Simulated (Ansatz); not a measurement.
input.yaml

```yaml
crystal:
  periodic: [false, false, false]
  atoms:
    - { symbol: Al, position_ang: [-0.097379, 0.106122, 0.058495] }
    - { symbol: "N", position_ang: [-0.016315, -0.090724, 1.805099] }
    - { symbol: H, position_ang: [-0.787767, -0.284832, 2.412924] }
    - { symbol: H, position_ang: [0.828011, -0.023257, 2.339981] }
    - { symbol: F, position_ang: [1.311039, 0.431877, -0.74721] }
    - { symbol: "N", position_ang: [-1.574489, -0.0202, -0.889196] }
    - { symbol: H, position_ang: [-2.489294, -0.213811, -0.531632] }
    - { symbol: H, position_ang: [-1.616408, 0.094825, -1.883461] }
basis:
  gaussian: { orbitals: def2-SVP }
hamiltonian:
  xc: hf
md:
  timestep: 0.25
  n_steps: 166
  ensemble: nvt_nose_hoover
  temperature: 500.0
  initial_velocities: maxwell_boltzmann
  seed: 282688
  nose_hoover: { tau: 20.0, chain_length: 5 }
```

Launched with:

```bash
$ ansatz run input.yaml --threads 1 --pin off --max-ram 2048MiB --backend cpu --events-out ev --progress --plain --runs-dir out
```

Hardware: 1 thread of Intel(R) Xeon(R) Platinum 8259CL CPU @ 2.50GHz (Skylake/Cascade Lake), on a shared host.

Roughly how long does this run take, and how much memory?

3.4 min, with a peak of 0.15 GiB, for 167 ionic steps.
